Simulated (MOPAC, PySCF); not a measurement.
CH3ClSi, SMILES `C=[SiH]Cl`, neutral singlet in the gas phase. 

Z-matrix (Å, degrees):
```
Si
C 1 1.6885
H 2 1.0821 1 123.80
H 2 1.0843 3 116.81 1 -179.98
H 1 1.4723 2 125.56 3 -180.00
Cl 1 2.0303 5 110.58 2 -179.98
```
Charge 0, spin multiplicity 1.

All levels are single points at this geometry (PBE0-D3(BJ)/def2-TZVP); Pople sets use spherical d functions. Orbital energies aren't observables, and empty levels follow the basis.

PBE/6-31G* in PySCF gives HOMO (eV) = -5.55.

Q: Estimate the HOMO (eV) from each of these levels: PBE0-D3(BJ)/def2-TZVP in PySCF; ωB97X-D3(BJ)/def2-TZVP in PySCF; B3LYP/3-21G in PySCF; B3LYP/6-31G* in PySCF; B3LYP/LANL2DZ in PySCF; M06-2X/6-31G* in PySCF; SVWN5/6-31G* in PySCF; HF/3-21G in PySCF; HF/6-31G* in PySCF; HF/STO-3G in PySCF; PM6 in MOPAC; PM7 in MOPAC.

A: 
| level | HOMO (eV) |
|---|---|
| PBE0-D3(BJ)/def2-TZVP in PySCF | -6.66 |
| ωB97X-D3(BJ)/def2-TZVP in PySCF | -8.93 |
| B3LYP/3-21G in PySCF | -6.59 |
| B3LYP/6-31G* in PySCF | -6.33 |
| B3LYP/LANL2DZ in PySCF | -6.71 |
| M06-2X/6-31G* in PySCF | -7.63 |
| SVWN5/6-31G* in PySCF | -5.66 |
| HF/3-21G in PySCF | -9.03 |
| HF/6-31G* in PySCF | -8.73 |
| HF/STO-3G in PySCF | -6.51 |
| PM6 in MOPAC | -8.34 |
| PM7 in MOPAC | -9.96 |
